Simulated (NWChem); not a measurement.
System: GeHCl3; SMILES [Cl][GeH]([Cl])[Cl]

Results from NWChem. Pople sets run with spherical d functions. Structure relaxed at the PBE0/def2-SVP level. Static field.

Q: Taking CAM-B3LYP/def2-SVPD as the yardstick, which of these has the fewest basis functions while keeping “isotropic polarisability (bohr³)” within 10 % of it: CAM-B3LYP/def2-SVP; CAM-B3LYP/6-31G*; CAM-B3LYP/aug-cc-pVDZ?

A: CAM-B3LYP/aug-cc-pVDZ.
```
level                  basis functions  isotropic polarisability (bohr³)  relative time (rough)
---------------------  ---------------  --------------------------------  ---------------------
CAM-B3LYP/6-31G*                    88                              52.8                      1
CAM-B3LYP/def2-SVP                  91                              50.1                      1
CAM-B3LYP/aug-cc-pVDZ              126                              69.7                      9
CAM-B3LYP/def2-SVPD                127                              70.5                      3
```

The yardstick is one finite set, not the basis-set limit.
